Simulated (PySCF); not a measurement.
Compound: C5H12Si2.
SMILES: `[SiH2]1C([SiH2]C1)C1CC1`

Computed with TDDFT PBE0/def2-SVPD, vertical, gas phase, core orbitals frozen in the response (PySCF 2.14.0, density-fitted response routines). The structure is a single GFN2-xTB conformer in the gas phase; no vibrational or solvent corrections. Torsions of this conformer, `[CH2:1]1[SiH2:2][CH:3]([CH:4]2[CH2:5][CH2:6]2)[SiH2:7]1`: Si2–C3–C4–C5 32°.

**Question.** Predict the UV-vis stick spectrum at this level.

**Answer.** 

```csv
state,E (eV),λ (nm),f,|μ| (D),"main configurations (H = HOMO, L = LUMO)"
S1,5.85,212.1,0.016,0.85,H→L (94%)
S2,6.45,192.2,0.0015,0.25,"H-1→L (75%), H→L+1 (14%)"
S3,6.49,191.1,0.0068,0.53,"H→L+1 (76%), H-1→L (16%)"
S4,6.81,182.0,0.0087,0.58,"H→L+2 (74%), H-2→L (12%)"
S5,6.90,179.6,0.070,1.63,"H-2→L (75%), H→L+2 (15%)"
S6,7.07,175.3,0.0050,0.43,H-1→L+1 (88%)
S7,7.09,174.8,0.0083,0.55,"H→L+3 (82%), H→L+4 (10%)"
S8,7.28,170.3,0.034,1.11,"H→L+4 (69%), H-3→L (12%), H→L+3 (10%)"
```

Triplets (Tamm–Dancoff): T1 5.54 eV, H→L (94%); T2 6.10 eV, H-1→L (86%); T3 6.25 eV, H→L+1 (72%), H→L+2 (22%).

The lowest singlet lies at 5.85 eV (212 nm, ultraviolet) and is weak; its leading configuration is HOMO→LUMO (94%). The strongest level in the table is S5 at 6.90 eV (180 nm, f = 0.070). Löwdin shares by element: HOMO carbon 55% or more, silicon 14% or more (atoms not listed hold the other 31%); LUMO silicon 38%, carbon 21% or more (atoms not listed hold the other 41%). Weighted by f, the mean energy of these states is 6.86 eV. Orbital energies (eV): HOMO-3 -8.52, HOMO-2 -8.16, HOMO-1 -7.77, HOMO -7.15, LUMO -0.13, LUMO+1 0.48, LUMO+2 0.88. The listed states span 1.43 eV, and the widest gap between neighbours is 0.61 eV (S1 to S2). Only the lowest 8 singlets were computed, as vertical energies without vibronic structure.
